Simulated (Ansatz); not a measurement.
Molecule: sum formula ZnHS (charge +1, singlet). SMILES: [SH][Zn+]
Geometry: optimised at B3LYP-D3(BJ)/def2-TZVP (Ansatz, an electronic-structure program).

Quantity: vertical triplet-singlet gap (E(triplet) - E(singlet); each state is the SCF solution reached for its spin), in eV. Valence correlation only, unless marked. UHF or UKS for open shells. Spin-orbit coupling is left out. Frozen are the shells of the preceding noble gas and the d and f shells that filled before the atom's block. Non-relativistic. CBS marks a two-point X^-3 extrapolation of the correlation energy; Hartree-Fock from the larger set. [CCSD(T)-MP2]/basis is that difference in the basis named.

```
level                                                          program  vertical triplet-singlet gap (eV)
-------------------------------------------------------------  -------  ---------------------------------
PBE/def2-TZVPD                                                  Ansatz                               1.50
r2SCAN/def2-TZVPD                                               Ansatz                               1.26
B2PLYP/def2-TZVPD                                               Ansatz                               1.47
MP2/def2-TZVPPD                                                 Ansatz                               1.55
SCS-MP2/def2-TZVPPD                                             Ansatz                               1.58
CCSD(T)/def2-TZVPPD                                             Ansatz                               1.52
RI-MP2/CBS(def2-TZVPPD,def2-QZVPPD)+[CCSD(T)-MP2]/def2-TZVPPD   Ansatz                               1.57
```
